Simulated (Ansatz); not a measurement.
Basis-set extrapolation for `B[S][AlH][NH2]` (PBE0-D4/def2-TZVP geometry, frozen core, the Gaussian-basis code of Ansatz). Multiplicity 1, RHF reference.

|  | def2-TZVPP | def2-QZVPP |
| --- | --- | --- |
| HF | -721.640862 | -721.663316 |
| MP2 correlation | -0.571410 | -0.615232 |
| CCSD(T) correlation | -0.641545 | not run |

Energies in hartree. Use E(X) = E(∞) + A·exp(−7.88·√X) for Hartree–Fock and E(X) = E(∞) + B·X^(−2.97) for correlation, with X = 3 and 4, and add CCSD(T) minus MP2 of the smaller set to the MP2 limit.

Q: What is the CCSD(T) energy at the basis-set limit?

A: HF limit: -721.663316 + (-0.022454) × 0.13774 = -721.66641. MP2 limit: -0.615232 + (-0.043822) × 0.74074 = -0.64769. Higher-order term: -0.641545 − (-0.571410) = -0.07014. Total: -722.38424 hartree, 267.4 kJ/mol below CCSD(T)/def2-TZVPP.
